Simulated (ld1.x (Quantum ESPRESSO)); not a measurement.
**Which change was made? (Sn, TM)**

| Property | Result |
| --- | --- |
| Element | Sn (Z = 50) |
| Generator | ld1.x (Quantum ESPRESSO) 7.5 |
| Type | norm-conserving Troullier–Martins (Kleinman–Bylander form) |
| Functional | LDA (PZ) |
| Relativity | scalar-relativistic |
| Frozen core | [Kr] |
| Valence charge | 14 |
| Reference configuration | 4d10 5s1.75 5p2.25 |
| Partial waves | 5p (bound): rc 1.90 bohr; 4d (bound): rc 1.50 bohr; 5s (bound): rc 1.70 bohr |
| Local potential | the s channel |
| Core correction | Bessel-smoothed model core inside 0.80 bohr |

Cutoffs, loose and tight: the cutoffs (Ry, on a coarse ladder) from which the occupation-weighted sum of valence levels, in a spherical-Bessel basis at the reference potential, stays within 10 and 1 mRy of its value at 400 Ry. They do not see the model core or the augmentation charge, which bear on the density cutoff. Test errors are all-electron minus pseudo excitation energies from the reference, over the configurations 4d10 5s2 5p2; 4d10 5s2 5p1; 4d10 5s2 5p0; 4d10 5s2 5p2.3; 4d10 5s0 5p4; 4d10 5s2 5p1.5; 4d10 5s0 5p0 (two spin-polarised tests are not counted in the largest error); variants that change the core or the reference have their own tests. The largest error is taken over the tests solved by every variant that gives reliable tests at all, those not shown here included: 4d10 5s0 5p0; 4d10 5s2 5p0; 4d10 5s2 5p1.5.

The base gives: outcome: generated; cutoff, loose: 90 Ry; cutoff, tight: 140 Ry; bound ghosts: none; largest test error (meV): -73.

After one change the result is: outcome: generated; cutoff, loose: 90 Ry; cutoff, tight: 140 Ry; bound ghosts: none; largest test error (meV): -93. Which change was it?
A. wave 5p (bound): rc 1.90 bohr becomes 5p (bound): rc 1.42 bohr
B. wave 5p (bound): rc 1.90 bohr becomes 5p (bound): rc 1.74 bohr
C. wave 5p (bound): rc 1.90 bohr becomes 5p (bound): rc 2.84 bohr

C. The others give: wave 5p (bound): rc 1.90 bohr becomes 5p (bound): rc 1.42 bohr → outcome: generated; cutoff, loose: 160 Ry; cutoff, tight: 230 Ry; bound ghosts: p; largest test error (meV): -79 | wave 5p (bound): rc 1.90 bohr becomes 5p (bound): rc 1.74 bohr → outcome: generated; cutoff, loose: 90 Ry; cutoff, tight: 140 Ry; bound ghosts: p; largest test error (meV): -70.
